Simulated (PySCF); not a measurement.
# Two-component Hartree-Fock for Sn²³⁺ (tin, charge +23)

Start: [Ar] 3d9; 3d3/2 filled at m_j = -3/2, -1/2, +1/2, +3/2; 3d5/2 filled at m_j = -3/2, -1/2, +1/2, +3/2, +5/2. Calculated with PySCF 2.14 in an uncontracted even-tempered set (17 s from 3 bohr⁻², ratio 2.8; 12 p from 3.8 bohr⁻², ratio 2.8; 8 d from 3.8 bohr⁻², ratio 2.8; 3 f from 17 bohr⁻², ratio 3): generalised Hartree-Fock with the X2C-1e Hamiltonian and a Gaussian nucleus; one run each with spin-orbit coupling (SO) switched off, then screened by Boettger's factors.

```tsv
spinor shell	electrons	ε, spin-free (eV)	ε, screened SO (eV)	weight of nominal j (screened SO)	rms radius, screened SO (bohr)
1s1/2	2	-30106.3	-30103.7	1.000	0.0333
2s1/2	2	-5262.8	-5261.9	1.000	0.136
2p1/2	2	-4796.1	-4958.0	1.000	0.117
2p3/2	4	-4796.1	-4722.0	1.000	0.122
3s1/2	2	-1595.1	-1594.9	1.000	0.354
3p1/2	2	-1438.4	-1472.4	0.997	0.345
3p3/2	4	-1438.4	-1422.6	0.998	0.356
3d3/2	4	-1207.9	-1214.2	0.971	0.324
3d5/2	5	-1207.9	-1203.3	0.977	0.327
```

| quantity | spin-free | screened SO |
| --- | --- | --- |
| E (hartree) | -5917.59472 | -5919.17222 |
| M_J | 5/2 | 5/2 |
| ⟨J²⟩ | 8.750 | 8.750 |
| ⟨L²⟩ | 6.000 | 6.012 |
| ⟨S²⟩ | 0.750 | 0.761 |

Each row is a mean over spinors that exchange with the open shell spreads, by up to 17.085 eV (3p3/2).

Breit and QED terms are absent; they matter most for the inner s and p1/2 levels.

Densities and radii are taken from the X2C orbitals without a picture-change correction, which distorts them close to the nucleus.

Without spin-orbit coupling the j labels of p, d and f shells carry no meaning; the spin-free column gives the mean over the occupied spinors of each nl shell.
